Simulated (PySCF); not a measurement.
This PySCF input asks for the NMR shieldings of `InChI=1S/C6H10F2/c1-6(5(7)8)3-2-4-6/h5H,2-4H2,1H3`; the geometry comes from GFN2-xTB.

```python
import basis_set_exchange as bse
import numpy as np
from pyscf import gto, dft
from pyscf.prop import nmr

atoms = """
C    -1.479790   -0.291408    0.961568
C    -0.324685    0.016699    0.021646
C    -0.845068    0.611584   -1.281853
F    -1.700281   -0.236027   -1.908584
F    -1.544218    1.754213   -1.062744
C     0.831456    0.861663    0.599308
C     1.837608   -0.199921    0.128038
C     0.673634   -1.129915   -0.248369
H    -1.105300   -0.715050    1.890003
H    -2.160064   -1.004171    0.499505
H    -2.031309    0.618686    1.189012
H    -0.039041    0.850631   -1.993377
H     0.773759    0.954393    1.680971
H     0.944415    1.854648    0.168424
H     2.505846   -0.579754    0.896834
H     2.432865    0.116525   -0.725562
H     0.544180   -1.961480    0.439826
H     0.677235   -1.514998   -1.266301
"""
names = dict.fromkeys(["C", "F", "H"], "pcSseg-1")
basis = {el: gto.basis.parse(bse.get_basis(n, elements=[el], fmt="nwchem")) for el, n in names.items()}
mol = gto.M(atom=atoms, basis=basis, charge=0, verbose=0)
mf = dft.RKS(mol, xc="PBE0")
mf.grids.level = 2
mf.grids.alignment = dft.numint.BLKSIZE   # the property module wants whole blocks of grid points
mf.conv_tol = 1e-9
mf.kernel()

calc = nmr.RKS(mf)   # GIAO
C = mf.mo_coeff
Co = C[:, mf.mo_occ > 0]
resp = mf.gen_response(singlet=True, hermi=2)
def vind(x):   # induced exchange potential for any number of trial vectors
    d = np.einsum("pi,xij,qj->xpq", C, 2 * x.reshape(-1, C.shape[1], Co.shape[1]), Co, optimize=True)
    return np.einsum("xpq,pi,qj->xij", resp(d - d.transpose(0, 2, 1)), C, Co, optimize=True).ravel()
mo1, _ = nmr.rhf.solve_mo1(calc, with_cphf=vind)
sigma = calc.kernel(mo1)
for i, s in enumerate(sigma):   # ppm
    w = np.linalg.eigvalsh((s + s.T) / 2)
    print("%2d %-2s iso %8.1f  s11 %8.1f  s22 %8.1f  s33 %8.1f" % (i, mol.atom_pure_symbol(i), w.mean(), *w))
```

Problem. Give the expected output.

Solution. 
```
 0 C  iso    166.5  s11    153.8  s22    157.7  s33    188.0
 1 C  iso    145.2  s11    140.3  s22    145.0  s33    150.1
 2 C  iso     60.9  s11     42.1  s22     69.9  s33     70.7
 3 F  iso    323.1  s11    228.8  s22    346.9  s33    393.7
 4 F  iso    323.1  s11    228.9  s22    346.8  s33    393.7
 5 C  iso    158.1  s11    142.1  s22    149.4  s33    182.7
 6 C  iso    173.3  s11    163.7  s22    170.4  s33    185.9
 7 C  iso    158.1  s11    142.1  s22    149.4  s33    182.7
 8 H  iso     30.8  s11     26.6  s22     29.5  s33     36.3
 9 H  iso     30.4  s11     25.5  s22     28.9  s33     36.7
10 H  iso     30.4  s11     25.5  s22     28.9  s33     36.7
11 H  iso     25.5  s11     23.9  s22     24.6  s33     28.0
12 H  iso     29.8  s11     26.6  s22     28.4  s33     34.5
13 H  iso     29.7  s11     26.3  s22     27.9  s33     34.9
14 H  iso     29.9  s11     26.1  s22     26.6  s33     36.9
15 H  iso     29.9  s11     26.5  s22     27.2  s33     35.9
16 H  iso     29.8  s11     26.6  s22     28.4  s33     34.5
17 H  iso     29.7  s11     26.3  s22     27.9  s33     34.9
```

These numbers come from an equivalent density-fitted implementation of the same equations, which agrees with the script to about 0.01 ppm for H and up to a few tenths of a ppm for heavy atoms, so last digits may differ.

Size and cost of the density-fitted run: 186 basis functions, 38 s wall time on 1 thread of an Arm Neoverse V1, shared host.
